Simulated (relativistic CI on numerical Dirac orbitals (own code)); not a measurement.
**Spin-allowed bands of a d2 ion in an octahedral site, by hand**

Problem. Take Δ = 14280 cm⁻¹ and B = 680 cm⁻¹ for a d2 ion in an octahedral site. Calculate the three spin-allowed bands.

Working.
1. The terms of highest spin are 3F (energy 0) and 3P (15B = 10200 cm⁻¹). Here the F term splits into A2 at +1.2Δ = 17136, T2 at +0.2Δ = 2856 and T1 at −0.6Δ = -8568 cm⁻¹.
2. The two T1 states mix through the element 0.4Δ: H = [[-8568, 5712], [5712, 10200]], with roots ½(H₁₁ + H₂₂) ∓ ½√[(H₂₂ − H₁₁)² + 4H₁₂²] = ½(1632) ∓ ½(21971) = -10170 and 11802 cm⁻¹.
3. The ground term is 3T1 at -10170 cm⁻¹.
4. Bands: 3T2 13026 cm⁻¹ (768 nm), 3T1(P) 21971 cm⁻¹ (455 nm), 3A2 27306 cm⁻¹ (366 nm).

Check. Exact diagonalisation of the whole d2 shell with these parameters gives 3T2 13026, 3T1 21971, 3A2 27306 cm⁻¹. The match is exact, since without spin-orbit coupling no other term has this spin. The ratio of the second band to the first, 1.687, depends on Δ/B = 21.0 alone, which is how a Tanabe-Sugano diagram is read.
